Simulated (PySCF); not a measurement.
# A rate constant, worked out

An elementary step of GaH$_{3}$O$_{2}$, closed shell (GaH₃O₂ ([OH][GaH][OH]) → GaHO ([O][GaH]) + H₂O (still joined by a long Ga–O bond); Ga–O, O–H broken or loosened, O–H formed or tightened). The start structure is the reactant molecule, and the electronic barrier above it is 2.122 eV by CCSD(T) at an estimated basis limit (MP2 extrapolated from triple and quadruple zeta, plus CCSD(T) − MP2 in triple zeta). Computed with PySCF 2.14 with density fitting (its default auxiliary sets; JK sets also for MP2 and CCSD(T)) (basis: def2-TZVPP and def2-QZVPP); correlated methods freeze the cores. Filled d shells of the heavier atoms are correlated. The def2 sets are not built for correlating such inner shells, so the correlated values are less sure here. Extrapolation: Hartree–Fock as exp(−7.88 √X), correlation as X^−2.97. Harmonic wavenumbers (analytic Hessian with the translational sum rule) at PBE0-D4/def2-TZVP (PySCF 2.14 with density fitting (its default auxiliary sets; JK sets also for MP2 and CCSD(T))), in cm⁻¹:

Start: 190, 347, 387, 504, 574, 691, 718, 823, 860, 2052, 3892, 3912.

Saddle: 530i, 320, 461, 496, 577, 660, 875, 936, 1415, 2103, 2131, 3865.

(1) Work out the transition-state-theory rate constant at 600 K from these numbers alone (harmonic vibrations; rotation, path degeneracy and anharmonicity left out), and the Wigner tunnelling factor. Use 1 cm⁻¹ = 1.2398 × 10⁻⁴ eV and k_B = 8.617 × 10⁻⁵ eV/K.

No T1 diagnostic of these runs exceeds 0.024.

Results:

(1) Zero-point energies, half the sums: start 14950/2 cm⁻¹ = 0.9268 eV; saddle, real modes only, 13839/2 cm⁻¹ = 0.8579 eV.
Barrier with zero-point energy: 2.122 + 0.8579 − 0.9268 = 2.0531 eV.
k_BT = 0.05170 eV, so the barrier is 39.71 k_BT.
Vibrational partition functions from the zero-point level, ln q = −Σ ln(1 − exp(−hν/k_BT)): start 3.427, saddle 2.197.
k = (k_BT/h) exp(ln q‡ − ln q) exp(−E0/k_BT), with log₁₀(k_BT/h in s⁻¹) = 13.10: log₁₀ k = 13.10 + (-1.230 − 39.71)/2.3026 = -4.68, so k ≈ 2 × 10^(-5) s⁻¹.
Wigner factor: 1 + (hν‡/k_BT)²/24 = 1 + (1.27)²/24 = 1.07. A change of 1 kcal/mol (0.043 eV) in the barrier would change k by a factor of 2.3 at this temperature.

Labels in which every atom is bracketed show which atoms are joined, not bond orders.

For scale, one of the runs: CCSD(T)/def2-TZVPP, 152 basis functions, launched by `OMP_NUM_THREADS=4 python run.py`. Hardware: 4 CPU threads of an INTEL XEON PLATINUM 8581C, shared host. Wall time 67 s; peak host memory 1.4 GiB.
